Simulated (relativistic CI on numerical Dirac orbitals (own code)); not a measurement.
## Rh34+: sensitivity of the levels to the model

Base calculation: Dirac-Coulomb-Breit CI, orbitals from a KLI potential per configuration, model QED, unscaled Slater integrals.

Configuration list (outside the closed core [Ne]): 3s, 3p, 3d, 4s, 4p, 4d, 4f, 5s, 5p, 5d, 5f, 5g, 6s, 6p, 6d, 7s, 7p. Levels of other configurations are missing.

Variants: (1) P86 correlation estimate; (2) Breit term removed. Shifts of the energy above 3s 2S_1/2, in eV, for the lowest level and the first level of each name with at least 55 % of one term (blank where a level changes its place among those of its configuration and J or its character, or is not in the variant):

| Level | Base | Δ(1) | Δ(2) |
| --- | --- | --- | --- |
| 3s 2S_1/2 | 0.00 | 0.00 | 0.00 |
| 3p 2P°_1/2 | 77.49 | +0.14 | -0.67 |
| 3p 2P°_3/2 | 114.42 | +0.14 | -0.05 |
| 3d 2D_3/2 | 215.17 | -0.22 | +0.29 |
| 3d 2D_5/2 | 222.97 | -0.22 | +0.70 |
| 4s 2S_1/2 | 974.64 | -0.28 | +0.63 |
| 4p 2P°_1/2 | 1006.52 | -0.24 | +0.36 |
| 4p 2P°_3/2 | 1021.44 | -0.24 | +0.61 |
| 4d 2D_3/2 | 1059.37 | -0.37 | +0.76 |
| 4d 2D_5/2 | 1062.79 | -0.37 | +0.91 |
| 4f 2F°_5/2 | 1082.41 | +0.03 | +1.01 |
| 4f 2F°_7/2 | 1083.83 | +0.03 | +1.03 |
| 5s 2S_1/2 | 1405.35 | -0.15 | +0.84 |
| 5p 2P°_1/2 | 1421.35 | -0.13 | +0.70 |
| 5p 2P°_3/2 | 1428.83 | -0.13 | +0.83 |
| 5d 2D_3/2 | 1447.33 | -0.23 | +0.90 |
| 5d 2D_5/2 | 1449.10 | -0.23 | +0.98 |
| 5f 2F°_5/2 | 1458.82 | -0.07 | +1.02 |
| 5f 2F°_7/2 | 1459.55 | -0.07 | +1.03 |
| 5g 2G_7/2 | 1460.77 | -0.32 | +1.03 |
| 5g 2G_9/2 | 1461.21 | -0.32 | +1.03 |
| 6s 2S_1/2 | 1633.12 | -0.07 | +0.92 |

At this charge energies of transitions that change n are usually good to better than 1 %, and those within a shell (Δn = 0) to a few per cent.

Ionisation energy from the two ground configurations alone: base 2128.35 eV; Breit term removed 2129.38 eV. The NIST ASD value (semi-empirical) is 2129.22 eV.
